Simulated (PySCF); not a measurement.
PySCF input for H₇Si₃, SMILES [SiH3][SiH2][SiH2] (connectivity only; charge and spin as stated), charge +1, multiplicity 1, TDDFT-PBE/def2-SVPD. Geometry optimised at B3LYP-D3(BJ)/def2-SVP. The spin state was assumed, not searched. The isomer is the one that the SMILES or the coordinates give; other isomers of the formula were not compared.

```python
import numpy as np
from pyscf import gto, scf, dft, tdscf

mol = gto.M(
    atom='''
    Si    0.47207899    1.83548849    0.00000000
    Si   -1.02282753    0.06480861   -0.00000000
    Si    0.49545113   -1.81048300   -0.00000000
    H     1.09674118    2.37927132    1.23354217
    H     1.09674118    2.37927133   -1.23354217
    H    -1.80530890    0.18493541   -1.25661688
    H    -1.80530890    0.18493541    1.25661689
    H    -0.43581703   -2.96800349    0.00000000
    H     1.31355809   -1.70890369   -1.23376786
    H     1.31355810   -1.70890370    1.23376786
    ''',
    basis='def2-SVPD',
    charge=1,
    spin=0,
    symmetry=True,
    max_memory=1600,
    verbose=4,
)
mf = dft.RKS(mol, xc='pbe').density_fit(auxbasis='def2-universal-jkfit')
mf.grids.level = 3
mf.conv_tol = 1e-9
mf.max_cycle = 100
mf.kernel()
mf.grids = dft.Grids(mol).set(level=1).build(with_non0tab=True)  # coarser grid for the response kernel
td = tdscf.TDDFT(mf)
td.singlet = True
td.nstates = 10
td.conv_tol = 1e-4
td.positive_eig_threshold = 1e-6
td.kernel(x0=td.get_init_guess(mf, 15))
td.analyze()
tt = tdscf.TDA(mf)
tt.singlet = False
tt.nstates = 4
tt.conv_tol = 1e-4
tt.positive_eig_threshold = 1e-6
tt.kernel(x0=tt.get_init_guess(mf, 9))
tt.analyze(verbose=3)
```

Log of the run:

```
PySCF version 2.14.0

[INPUT] verbose = 4
[INPUT] num. atoms = 10
[INPUT] num. electrons = 48
[INPUT] charge = 1
[INPUT] spin (= nelec alpha-beta = 2S) = 0
[INPUT] symmetry True subgroup None
[INPUT] Mole.unit = angstrom
[INPUT] Symbol           X                Y                Z      unit          X                Y                Z       unit  Magmom
[INPUT]  1 Si     0.472078990000   1.835488490000   0.000000000000 AA    0.892100000261   3.468570550891   0.000000000000 Bohr   0.0
[INPUT]  2 Si    -1.022827530000   0.064808610000   0.000000000000 AA   -1.932863904365   0.122470523414   0.000000000000 Bohr   0.0
[INPUT]  3 Si     0.495451130000  -1.810483000000   0.000000000000 AA    0.936266943806  -3.421317023181   0.000000000000 Bohr   0.0
[INPUT]  4 H      1.096741180000   2.379271320000   1.233542170000 AA    2.072540459732   4.496171170832   2.331056864402 Bohr   0.0
[INPUT]  5 H      1.096741180000   2.379271330000  -1.233542170000 AA    2.072540459732   4.496171189730  -2.331056864402 Bohr   0.0
[INPUT]  6 H     -1.805308900000   0.184935410000  -1.256616880000 AA   -3.411539391240   0.349477275634  -2.374661746705 Bohr   0.0
[INPUT]  7 H     -1.805308900000   0.184935410000   1.256616890000 AA   -3.411539391240   0.349477275634   2.374661765603 Bohr   0.0
[INPUT]  8 H     -0.435817030000  -2.968003490000   0.000000000000 AA   -0.823574827121  -5.608713732853   0.000000000000 Bohr   0.0
[INPUT]  9 H      1.313558090000  -1.708903690000  -1.233767860000 AA    2.482265038807  -3.229359947359  -2.331483356691 Bohr   0.0
[INPUT] 10 H      1.313558100000  -1.708903700000   1.233767860000 AA    2.482265057704  -3.229359966256   2.331483356691 Bohr   0.0

nuclear repulsion = 183.676990266782
point group symmetry = Cs
symmetry origin: [-7.71316797e-10 -3.85658643e-10  3.85658399e-10]
symmetry axis x: [ 1.00000000e+00  7.81907889e-10 -2.33072117e-10]
symmetry axis y: [ 7.81907889e-10 -1.00000000e+00  2.07660094e-10]
symmetry axis z: [2.33072117e-10 2.07660081e-10 1.00000000e+00]
num. orbitals of irrep A' = 81
num. orbitals of irrep A" = 47
number of shells = 58
number of NR pGTOs = 196
number of NR cGTOs = 128
basis = def2-SVPD
ecp = {}


******** <class 'pyscf.df.df_jk.DFSymAdaptedRKS'> ********
method = DFSymAdaptedRKS
initial guess = minao
damping factor = 0
level_shift factor = 0
DIIS = <class 'pyscf.scf.diis.CDIIS'>
diis_start_cycle = 1
diis_space = 8
diis_damp = 0
SCF conv_tol = 1e-09
SCF conv_tol_grad = None
SCF max_cycles = 100
direct_scf = False
XC library pyscf.dft.libxc version 7.1.2
    S. Lehtola, C. Steigemann, M. J. T. Oliveira, and M. A. L. Marques,  SoftwareX 7, 1–5 (2018)
XC functionals = pbe
    J. P. Perdew, K. Burke, and M. Ernzerhof,  Phys. Rev. Lett. 77, 3865 (1996)
    J. P. Perdew, K. Burke, and M. Ernzerhof,  Phys. Rev. Lett. 78, 1396 (1997)
    J. P. Perdew, K. Burke, and M. Ernzerhof,  Phys. Rev. Lett. 77, 3865 (1996)
    J. P. Perdew, K. Burke, and M. Ernzerhof,  Phys. Rev. Lett. 78, 1396 (1997)
radial grids:
    Treutler-Ahlrichs [JCP 102, 346 (1995); DOI:10.1063/1.469408] (M4) radial grids

becke partition: Becke, JCP 88, 2547 (1988); DOI:10.1063/1.454033
pruning grids: <function nwchem_prune>
grids dens level: 3
symmetrized grids: True
atomic radii adjust function: <function treutler_atomic_radii_adjust>
small_rho_cutoff = 0
Freeze 0 electrons in irreps []
    48 free electrons in irreps A' A"
Set gradient conv threshold to 3.16228e-05
Initial guess from minao.
tot grids = 126200
init E= -871.632352616003
HOMO (A') = -0.286642752178848  LUMO (A') = -0.16136802126598  gap/eV = 3.40890
cycle= 1 E= -871.584416162598  delta_E= 0.0479  |g|= 0.264  |ddm|= 3.17
HOMO (A') = -0.456719972499381  LUMO (A') = -0.401316336999615  gap/eV = 1.50761
cycle= 2 E= -871.442124497646  delta_E= 0.142  |g|= 0.568  |ddm|= 1.48
HOMO (A') = -0.462721782286524  LUMO (A') = -0.353408905450533  gap/eV = 2.97455
cycle= 3 E= -871.606149328736  delta_E= -0.164  |g|= 0.147  |ddm|= 1.18
HOMO (A') = -0.442365429474544  LUMO (A') = -0.352362576155862  gap/eV = 2.44910
cycle= 4 E= -871.61662525527  delta_E= -0.0105  |g|= 0.0338  |ddm|= 0.338
HOMO (A') = -0.44636323918338  LUMO (A') = -0.354759722668636  gap/eV = 2.49266
cycle= 5 E= -871.617118817784  delta_E= -0.000494  |g|= 0.00985  |ddm|= 0.0692
HOMO (A') = -0.446211429059067  LUMO (A') = -0.354504782621741  gap/eV = 2.49546
cycle= 6 E= -871.617167262655  delta_E= -4.84e-05  |g|= 0.00151  |ddm|= 0.0212
HOMO (A') = -0.446210945131008  LUMO (A') = -0.35432018509975  gap/eV = 2.50047
cycle= 7 E= -871.617168573961  delta_E= -1.31e-06  |g|= 0.000339  |ddm|= 0.0038
HOMO (A') = -0.446211638178287  LUMO (A') = -0.354309061782112  gap/eV = 2.50080
cycle= 8 E= -871.617168628799  delta_E= -5.48e-08  |g|= 0.0001  |ddm|= 0.000865
HOMO (A') = -0.446212503840731  LUMO (A') = -0.35430848629465  gap/eV = 2.50084
cycle= 9 E= -871.617168633128  delta_E= -4.33e-09  |g|= 3.06e-05  |ddm|= 0.00027
HOMO (A') = -0.446214283503204  LUMO (A') = -0.354308690185456  gap/eV = 2.50088
cycle= 10 E= -871.617168633564  delta_E= -4.36e-10  |g|= 5.53e-06  |ddm|= 7.78e-05
HOMO (A') = -0.446213080803175  LUMO (A') = -0.354309305633601  gap/eV = 2.50083
Extra cycle  E= -871.617168633548  delta_E= 1.57e-11  |g|= 7.64e-06  |ddm|= 2.92e-05
converged SCF energy = -871.617168633548
tot grids = 36544
Overwritten attributes  positive_eig_threshold  of <class 'pyscf.tdscf.rks.CasidaTDDFT'>


******** <class 'pyscf.tdscf.rks.CasidaTDDFT'> for <class 'pyscf.df.df_jk.DFSymAdaptedRKS'> ********
nstates = 10 singlet
deg_eia_thresh = 1.000e-03
wfnsym = None
conv_tol = 0.0001
eigh lindep = 1e-12
eigh level_shift = 0
eigh max_cycle = 100


Excitation energies (eV)
[3.21685678 3.38499951 3.43254788 4.16353586 4.19491901 5.11791334
 6.39137722 6.41970357 7.09055502 7.1052141 ]

** Singlet excitation energies and oscillator strengths **
Excited State   1:   A'      3.21686 eV    385.42 nm  f=0.1040
      21 -> 25       -0.11875
      23 -> 25       -0.10480
      24 -> 25        0.68618
Excited State   2:   A"      3.38500 eV    366.28 nm  f=0.0000
      22 -> 25       -0.70627
Excited State   3:   A'      3.43255 eV    361.20 nm  f=0.0117
      23 -> 25        0.69735
      24 -> 25        0.10634
Excited State   4:   A"      4.16354 eV    297.79 nm  f=0.0014
      20 -> 25       -0.70506
Excited State   5:   A'      4.19492 eV    295.56 nm  f=0.0594
      21 -> 25       -0.69345
      24 -> 25       -0.11066
Excited State   6:   A"      5.11791 eV    242.26 nm  f=0.0001
      19 -> 25        0.70561
Excited State   7:   A"      6.39138 eV    193.99 nm  f=0.0001
      24 -> 27       -0.70048
Excited State   8:   A'      6.41970 eV    193.13 nm  f=0.0609
      23 -> 26        0.12300
      24 -> 26       -0.68248
Excited State   9:   A"      7.09056 eV    174.86 nm  f=0.0001
      22 -> 26       -0.70231
Excited State  10:   A'      7.10521 eV    174.50 nm  f=0.0108
      21 -> 26       -0.14516
      22 -> 27       -0.39533
      23 -> 26       -0.43801
      24 -> 28       -0.31366
      24 -> 29       -0.15505

** Transition electric dipole moments (AU) **
state          X           Y           Z        Dip. S.      Osc.
  1         0.1173      1.1428      0.0000      1.3198      0.1040
  2         0.0000     -0.0000     -0.0094      0.0001      0.0000
  3        -0.0548      0.3686      0.0000      0.1389      0.0117
  4        -0.0000     -0.0000      0.1173      0.0138      0.0014
  5        -0.2035     -0.7322     -0.0000      0.5776      0.0594
  6        -0.0000     -0.0000     -0.0290      0.0008      0.0001
  7         0.0000     -0.0000      0.0202      0.0004      0.0001
  8        -0.0829     -0.6168     -0.0000      0.3873      0.0609
  9        -0.0000     -0.0000      0.0290      0.0008      0.0001
 10        -0.2381     -0.0737     -0.0000      0.0621      0.0108

** Transition velocity dipole moments (imaginary part, AU) **
state          X           Y           Z        Dip. S.      Osc.
  1         0.0135      0.1383      0.0000      0.0193      0.1089
  2        -0.0000     -0.0000     -0.0011      0.0000      0.0000
  3        -0.0070      0.0461     -0.0000      0.0022      0.0115
  4         0.0000      0.0000      0.0186      0.0003      0.0015
  5        -0.0317     -0.1134     -0.0000      0.0139      0.0599
  6         0.0000      0.0000     -0.0061      0.0000      0.0001
  7        -0.0000      0.0000      0.0035      0.0000      0.0000
  8        -0.0233     -0.1484     -0.0000      0.0226      0.0638
  9        -0.0000      0.0000      0.0070      0.0000      0.0001
 10        -0.0654     -0.0193     -0.0000      0.0046      0.0119

** Transition magnetic dipole moments (imaginary part, AU) **
state          X           Y           Z
  1         0.0000     -0.0000      0.6630
  2        -0.1234     -0.2314      0.0000
  3         0.0000     -0.0000      0.8067
  4         0.3821      0.2752      0.0000
  5         0.0000     -0.0000      0.6592
  6         0.8124      0.7595      0.0000
  7         0.3820      0.2762      0.0000
  8        -0.0000      0.0000      0.0568
  9        -0.4293      0.2080      0.0000
 10         0.0000      0.0000     -0.4379
Overwritten attributes  positive_eig_threshold  of <class 'pyscf.tdscf.rks.TDA'>


******** <class 'pyscf.tdscf.rks.TDA'> for <class 'pyscf.df.df_jk.DFSymAdaptedRKS'> ********
nstates = 4 triplet
deg_eia_thresh = 1.000e-03
wfnsym = None
conv_tol = 0.0001
eigh lindep = 1e-12
eigh level_shift = 0
eigh max_cycle = 100


Excitation energies (eV)
[2.10098577 3.0390605  3.3232869  3.71458624]

** Triplet excitation energies and oscillator strengths **
Excited State   1:   A'      2.10099 eV    590.12 nm  f=0.0000
Excited State   2:   A'      3.03906 eV    407.97 nm  f=0.0000
Excited State   3:   A"      3.32329 eV    373.08 nm  f=0.0000
Excited State   4:   A'      3.71459 eV    333.78 nm  f=0.0000
```

The run converged.
